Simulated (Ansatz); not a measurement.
`CC[TeH]` + PH₃ → `P[TeH]` + ethane at 400 K and 1 bar (ligand exchange at a Te–C bond).

Isolated molecules relaxed with PBE0-D4/def2-TZVP in Ansatz; ΔE leaves out vibrations. CCSD(T)/CBS is the MP2 limit (def2-TZVPP, def2-QZVPP) plus CCSD(T) − MP2 in def2-TZVPP, frozen cores. This one scheme is used for every species. def2 core potentials past Kr. For Te outer-core shells are correlated without core-valence functions, which leaves a few kJ/mol of doubt a bond.

| species | CCSD(T)/CBS energy (Eh) | H − E (kJ/mol) | S (J/(mol·K)) |
| --- | --- | --- | --- |
| `CC[TeH]` | -347.43450 | 213.3 | 336.4 |
| PH₃ | -342.72256 | 77.1 | 221.7 |
| `P[TeH]` | -610.46278 | 84.0 | 308.8 |
| `CC` | -79.71954 | 213.5 | 244.3 |

H − E and S are ideal-gas, rigid-rotor, harmonic terms from PBE0-D4/def2-TZVP. 1 Eh = 2625.50 kJ/mol, R = 8.31446 J/(mol·K).

Question: By hand: ΔE, ΔH, ΔS and ΔG.

Answer: ΔE = (-610.46278) + (-79.71954) − (-347.43450) − (-342.72256) = -0.02526 Eh = -66.3 kJ/mol. Δ(H − E) = 84.0 + 213.5 − 213.3 − 77.1 = 7.1, so ΔH = -59.2 kJ/mol. ΔS = 308.8 + 244.3 − 336.4 − 221.7 = -5.0 J/(mol·K). ΔG = -59.2 − 400 × (-5.0)/1000 = -57.2 kJ/mol.

Question: By hand: the equilibrium constant, and the temperature at which ΔG would vanish if ΔH and ΔS stayed fixed.

Answer: log₁₀ K = −ΔG/(RT ln 10) = 7.5. ΔG = 0 at ΔH/ΔS = 11840 K, far beyond where these terms or the molecules hold.

The number of gas molecules stays the same, so ΔS is small and ΔH decides. A doubt of 5 kJ/mol in ΔE shifts log₁₀ K by 0.7 here. These are equilibria of isolated gas molecules and say nothing of rates. Largest T1 diagnostic: 0.013 (customary marks: 0.02 for closed shells, 0.045 for open ones).
